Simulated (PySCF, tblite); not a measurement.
Isomers of C10H14. Computed with GFN2-xTB (tblite): harmonic, unscaled wavenumbers at the GFN2-xTB geometry, gas phase. The method is semi-empirical: single wavenumbers can be off by several per cent or more. One conformer each.

Electronic energies: PBE0/pcSseg-1 single points on the GFN2-xTB geometries (PySCF, gas phase).

```tsv
SMILES	electronic energy, lowest = 0 (kcal/mol)
CC#C[C@@H]1CC12CCCC2	56.6
C=C[C@]1(C2CCC2)CC1=C	81.1
CCCCc1ccccc1	0.0
```

**Question.** How do GFN2-xTB zero-point energies change the relative energies?

**Answer.** 
```tsv
SMILES	ZPE (kcal/mol)	of it from modes above 1550 cm⁻¹	electronic (kcal/mol)	with ZPE, lowest = 0 (kcal/mol)	lowest mode (cm⁻¹)	rings
CCCCc1ccccc1	131.7	65.1	0.0	0.0	38	1
CC#C[C@@H]1CC12CCCC2	131.0	63.6	56.6	55.9	8i	2
C=C[C@]1(C2CCC2)CC1=C	129.7	66.0	81.1	79.1	51	2
```

The zero-point energies span 2.0 kcal/mol, from `C=C[C@]1(C2CCC2)CC1=C` to `CCCCc1ccccc1`. Slightly imaginary modes are left out of the zero-point energy: `CC#C[C@@H]1CC12CCCC2` 7.9i cm⁻¹. The order is unchanged.

**Question.** And how do the electronic energies of GFN2-xTB itself compare?

**Answer.** `CCCCc1ccccc1` 0.0; `CC#C[C@@H]1CC12CCCC2` 34.4; `C=C[C@]1(C2CCC2)CC1=C` 61.0 kcal/mol, lowest = 0. Against the energies above, taken from the same isomer `CCCCc1ccccc1`, the largest difference is 22.2 kcal/mol.
